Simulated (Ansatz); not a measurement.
## CH3In (SMILES C[In]): the energy to break a bond

The species is CH3In (5 atoms), meant as a singlet with charge 0. SMILES: `C[In]`. The shape was relaxed beforehand at wB97X-V/def2-SVP.

```xyz
5

C    -0.1786    0.0715   -0.0690
In    1.7821   -0.7132    0.6882
H    -0.9806   -0.0409    0.6847
H    -0.5069   -0.4635   -0.9799
H    -0.1160    1.1461   -0.3240
```

Wanted: the dissociation energy of the In2–C1 bond into doublet In and doublet CH3 (shapes relaxed at wB97X-V/def2-SVP, no zero-point term). 1 Eh = 2625.50 kJ/mol = 27.2114 eV. Totals in Eh; open shells run unrestricted unless said.

| level | program | CH3In | doublet In | doublet CH3 |
| --- | --- | --- | --- | --- |
| BLYP/def2-TZVPP (core potential) | Ansatz | -229.993343 | -190.080948 | -39.828555 |
| PBE/def2-TZVPP (core potential) | Ansatz | -229.997140 | -190.117349 | -39.789004 |
| B2PLYP/def2-TZVPP (core potential), 5 core orbitals frozen | Ansatz | -229.801110 | -189.902837 | -39.811262 |

Task: Work out the dissociation energy at each level.

Result: 
1. BLYP/def2-TZVPP (core potential): (-190.080948) + (-39.828555) − (-229.993343) = 0.083840 Eh = 220.1 kJ/mol = 2.28 eV.
2. PBE/def2-TZVPP (core potential): (-190.117349) + (-39.789004) − (-229.997140) = 0.090787 Eh = 238.4 kJ/mol = 2.47 eV.
3. B2PLYP/def2-TZVPP (core potential): (-189.902837) + (-39.811262) − (-229.801110) = 0.087011 Eh = 228.4 kJ/mol = 2.37 eV.

The levels span 220 to 238 kJ/mol; no measured value is set beside them. A bond enthalpy at 298 K also holds the loss of zero-point energy and thermal terms.
